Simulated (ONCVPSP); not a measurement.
An all-electron radial function and its pseudo partner (P (Z = 15))

Columns: radius, all-electron u(r) and pseudo u(r) of the 2p shell (level -124.49 eV) of phosphorus in the configuration [He] 2s2 2p6 3s2 3p3; PBE, scalar-relativistic, ONCV scheme, ONCVPSP 4.0.1.

```json
{"r (bohr)": "0.050", "all-electron": "0.1870", "pseudo": "0.0848"}
{"r (bohr)": "0.100", "all-electron": "0.5260", "pseudo": "0.3158"}
{"r (bohr)": "0.150", "all-electron": "0.8481", "pseudo": "0.6319"}
{"r (bohr)": "0.200", "all-electron": "1.0969", "pseudo": "0.9571"}
{"r (bohr)": "0.250", "all-electron": "1.2626", "pseudo": "1.2254"}
{"r (bohr)": "0.300", "all-electron": "1.3525", "pseudo": "1.3963"}
{"r (bohr)": "0.350", "all-electron": "1.3819", "pseudo": "1.4652"}
{"r (bohr)": "0.400", "all-electron": "1.3651", "pseudo": "1.4488"}
{"r (bohr)": "0.450", "all-electron": "1.3162", "pseudo": "1.3788"}
{"r (bohr)": "0.500", "all-electron": "1.2457", "pseudo": "1.2824"}
{"r (bohr)": "0.550", "all-electron": "1.1624", "pseudo": "1.1790"}
{"r (bohr)": "0.600", "all-electron": "1.0724", "pseudo": "1.0777"}
{"r (bohr)": "0.650", "all-electron": "0.9803", "pseudo": "0.9812"}
{"r (bohr)": "0.700", "all-electron": "0.8894", "pseudo": "0.8893"}
{"r (bohr)": "0.750", "all-electron": "0.8019", "pseudo": "0.8018"}
{"r (bohr)": "0.800", "all-electron": "0.7192", "pseudo": "0.7190"}
{"r (bohr)": "0.850", "all-electron": "0.6422", "pseudo": "0.6420"}
{"r (bohr)": "0.900", "all-electron": "0.5712", "pseudo": "0.5711"}
{"r (bohr)": "0.950", "all-electron": "0.5063", "pseudo": "0.5062"}
{"r (bohr)": "1.000", "all-electron": "0.4476", "pseudo": "0.4475"}
{"r (bohr)": "1.050", "all-electron": "0.3947", "pseudo": "0.3946"}
{"r (bohr)": "1.100", "all-electron": "0.3474", "pseudo": "0.3473"}
{"r (bohr)": "1.150", "all-electron": "0.3053", "pseudo": "0.3052"}
{"r (bohr)": "1.200", "all-electron": "0.2679", "pseudo": "0.2678"}
{"r (bohr)": "1.250", "all-electron": "0.2348", "pseudo": "0.2347"}
{"r (bohr)": "1.300", "all-electron": "0.2055", "pseudo": "0.2054"}
```

**Question.** How many radial nodes do the two functions have?

**Answer.** The all-electron 2p function has n − l − 1 = 0; the pseudo-wave has 0.

**Question.** At about which radius was the pseudo-wave matched?

**Answer.** 0.75 bohr, where the columns begin to agree (steps of 0.05 bohr).

**Question.** Is the pseudo-wave norm-conserving?

**Answer.** Yes: the ONCV scheme keeps the norm inside the radius equal to the all-electron one, which fixes the energy derivative of the logarithmic derivative at the level.
